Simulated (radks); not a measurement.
The oxygen anion O-, [He] 2s2 2p5, held by a Watson sphere: a shell of charge +1 at radius R that stands for the Madelung well of a crystal (potential energy -1/R inside, -1/r outside, in hartree with lengths in bohr). Method: scalar-relativistic Kohn-Sham, r2SCAN, spin-polarised, spherical densities, finite nucleus; open shells are filled with parallel spins first; meta-GGA in the generalised Kohn-Sham scheme; Fermi nuclear charge, rms radius of each element as measured or else 0.836 A^(1/3) + 0.57 fm; computed with a radial shooting solver on a logarithmic mesh with Libxc functionals.

R (bohr)  e(2s down) (eV)  e(2p up) (eV)  e(2p down) (eV)  <r> 2p (bohr)  sum of <r^2> (bohr^2)  X-ray form factor at sin(theta)/lambda = 0.1 1/angstrom
1.7               -23.891         -9.864           -8.091          1.382                  15.33                                                    7.992
1.97              -23.024         -9.142           -7.394          1.421                  16.10                                                    7.951
2.01              -22.904         -9.039           -7.294          1.427                  16.21                                                    7.946
2.74              -21.044         -7.377           -5.648          1.514                  17.85                                                    7.867
3.22              -20.118         -6.511           -4.772          1.560                  18.70                                                    7.832
3.29              -19.999         -6.398           -4.657          1.566                  18.81                                                    7.828
3.43              -19.770         -6.181           -4.436          1.578                  19.02                                                    7.820
3.77              -19.268         -5.704           -3.947          1.605                  19.50                                                    7.803
